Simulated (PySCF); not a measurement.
## Electron correlation in Ce⁴¹⁺ (cerium, charge +41)

[Ne] 3s2 3p5, 2P determinant. Calculation: PySCF 2.14, in an even-tempered Gaussian basis (18 s from 7.7 bohr⁻², ratio 2.5; 12 p from 10 bohr⁻², ratio 2.5; 4 d from 44 bohr⁻², ratio 2.7; 4 f from 66 bohr⁻², ratio 2.7); the spin-free X2C one-electron Hamiltonian (Gaussian nucleus). Frozen: 1s2; 15 electrons correlated; the 21 highest virtual orbitals of each spin left out.

```tsv
level	correlation energy (mhartree)
CCSD	-627.08
(T)	-1.03
CCSD(T)	-628.11
```

Diagnostics: T1 = 0.00048, D1 = 0.0022, largest double amplitude 0.020.

Spin-orbit coupling, absent here, splits the open shell strongly.

Cost of the coupled-cluster step: about 50 core-seconds, for 15 correlated electrons.

Iterations:

```
CC2 = 0
CCSD nocc = (np.int64(8), np.int64(7)), nmo = (80, 80)
frozen orbitals [[0, 81, 82, 83, 84, 85, 86, 87, 88, 89, 90, 91, 92, 93, 94, 95, 96, 97, 98, 99, 100, 101], [0, 81, 82, 83, 84, 85, 86, 87, 88, 89, 90, 91, 92, 93, 94, 95, 96, 97, 98, 99, 100, 101]]
max_cycle = 100
direct = 0
conv_tol = 1e-08
conv_tol_normt = 1e-06
diis_space = 8
diis_start_cycle = 0
Init t2, MP2 energy = -0.614719587899478
Init E_corr(UCCSD) = -0.614719587899797
cycle = 1  E_corr(UCCSD) = -0.625002481022055  dE = -0.0102828931  norm(t1,t2) = 0.00645152
cycle = 2  E_corr(UCCSD) = -0.626758692860864  dE = -0.00175621184  norm(t1,t2) = 0.00113775
cycle = 3  E_corr(UCCSD) = -0.62708280782451  dE = -0.000324114964  norm(t1,t2) = 0.000222007
cycle = 4  E_corr(UCCSD) = -0.627078600575327  dE = 4.20724918e-06  norm(t1,t2) = 9.93855e-06
cycle = 5  E_corr(UCCSD) = -0.627078521189805  dE = 7.93855226e-08  norm(t1,t2) = 4.93209e-07
cycle = 6  E_corr(UCCSD) = -0.627078550044516  dE = -2.88547113e-08  norm(t1,t2) = 3.55251e-08
cycle = 7  E_corr(UCCSD) = -0.627078549306308  dE = 7.38207828e-10  norm(t1,t2) = 2.37227e-09
UCCSD converged
E(UCCSD) = -7406.436533430511  E_corr = -0.6270785493063082
UCCSD(T) correction = -0.00103483802480036
```

At this charge the one-electron X2C treatment keeps the bare 1/r₁₂, with no two-electron picture change or Breit term. The effect here is smaller than on the frozen 1s shell; and a scalar Hamiltonian misses the large spin-orbit splitting of the p shells, which matters for ns² → np² pairs.
